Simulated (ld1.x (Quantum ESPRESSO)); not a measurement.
**sulfur (S): variants of one ultrasoft potential**

Base potential:

ld1.x (Quantum ESPRESSO) 7.5 input, shortened:

```
&input
   title='S', zed=16., rel=0, dft='PBE', iswitch=3,
   config='[Ne] 3s2 3p2'
 /
 &inputp
   pseudotype=3, tm=.true., lloc=-2, rcloc=1.40,
   nlcc=.false.,
   which_augfun='PSQ', rmatch_augfun=1.30
 /
4
3S  1  0   2.00   0.00  1.30  1.55  0.0
3S  1  0   0.00  -0.70  1.30  1.55  0.0
3P  2  1   2.00   0.00  1.20  1.60  0.0
3P  2  1   0.00   2.05  1.20  1.60  0.0
 &test
   configts(1)='3s2 3p2'
 /
```

All-electron outer shells of the reference configuration (PBE, non-relativistic, ld1.x):

```
shell  level (eV)  outermost node (bohr)  outermost maximum (bohr)
   3s      -39.26                   0.60                      1.37
   3p      -27.99                   0.58                      1.50
```

Cutoffs, loose and tight: the cutoffs (Ry, on a coarse ladder) from which the occupation-weighted sum of valence levels, in a spherical-Bessel basis at the reference potential, stays within 10 and 1 mRy of its value at 400 Ry. They do not see the model core or the augmentation charge, which bear on the density cutoff. Test errors are all-electron minus pseudo excitation energies from the reference, over the configurations 3s2 3p4; 3s2 3p3; 3s2 3p1; 3s2 3p3.5; 3s2 3p4.3; 3s2 3p0; 3s1 3p5. A dash means not determined; rows that change the core or the reference have their own tests.

A true bound ghost makes a file unfit for plane-wave use even where its test errors are small: the radial tests pick states by their node count and pass the ghost by.

Cutoffs are not given where the Bessel-basis levels miss the radial ones by over 6 mRy, ghosts where they miss by over 20 mRy; a channel whose overlap is not positive is not tested.

A file whose overlap is not positive is unfit for use, and its test errors describe a broken file.

| change | outcome | cutoff, loose | cutoff, tight | bound ghosts | largest test error (meV) |
| --- | --- | --- | --- | --- | --- |
| base | generated | 18 Ry | 30 Ry | none | +41 |
| waves 3p (bound): rcut 1.04, rcutus 1.10 bohr; 3p channel at 2.05 Ry: rcut 1.04, rcutus 1.10 bohr | generated | 40 Ry | 50 Ry | p | +51 |
| waves 3p (bound): rcut 1.18, rcutus 1.26 bohr; 3p channel at 2.05 Ry: rcut 1.18, rcutus 1.26 bohr | generated | 15 Ry | 35 Ry | none | +88 |
| waves 3p (bound): rcut 1.20, rcutus 1.46 bohr; 3p channel at 2.05 Ry: rcut 1.20, rcutus 1.46 bohr | generated | 15 Ry | 35 Ry | none | +32 |
| waves 3p (bound): rcut 1.20, rcutus 1.74 bohr; 3p channel at 2.05 Ry: rcut 1.20, rcutus 1.74 bohr | generated | 18 Ry | 30 Ry | none | +50 |
| waves 3p (bound): rcut 1.20, rcutus 2.00 bohr; 3p channel at 2.05 Ry: rcut 1.20, rcutus 2.00 bohr | generated, overlap not positive | – | – | not determined (overlap not positive) | +71 |
| waves 3p (bound): rcut 1.20, rcutus 2.20 bohr; 3p channel at 2.05 Ry: rcut 1.20, rcutus 2.20 bohr | generated | 15 Ry | 30 Ry | none | +81 |
| waves 3p (bound): rcut 1.20, rcutus 2.34 bohr; 3p channel at 2.05 Ry: rcut 1.20, rcutus 2.34 bohr | generated | 15 Ry | 25 Ry | none | +84 |

Reading the sweep of the p radius (base included, trends over the rows without a ghost): The loose cutoff stays near 18 Ry. The median size of the test errors (rows with all tests solved) rises from 6.6 meV at 1.26 to 17.0 meV at 2.34 bohr, with one reversal. More of the atom is replaced by a form fitted at one configuration, so other configurations suffer as the radius grows. Bound ghosts are found at 1.1 bohr.
